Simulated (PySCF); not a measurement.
Computed shifts of a molecule CH8N2OSi, PySCF with PBE/pcSseg-1, GIAO, gas phase, atoms alike by connectivity averaged where their shifts nearly agree, in ppm (number of nuclei): ¹³C: 0.8 (1). ²⁹Si: -14.3 (1). ¹⁵N: 41.3 (1), 33.9 (1). ¹H: 1.59 (1), 0.95 (1), 0.83 (1), 0.82 (1), 0.54 (3), 0.54 (1). References: ¹³C against TMS (σ = 182.0 ppm); ²⁹Si against TMS (σ = 335.4 ppm); ¹⁵N against NH3 (σ = 267.0 ppm); ¹⁷O against H2O (σ = 334.3 ppm); ¹H against TMS (σ = 31.49 ppm), references at their B3LYP-D3(BJ)/def2-TZVP geometries, non-relativistic. Geometry optimised at PBE-D3(BJ)/def2-SVP. Other conformers were not sampled.

Problem. Which structure fits?
(A) CO[SiH](N)N
(B) C[Si](N)(N)O
(C) CN[Si@@H](N)O
(D) NC[Si@@H](N)O

Solution. B, C[Si](N)(N)O
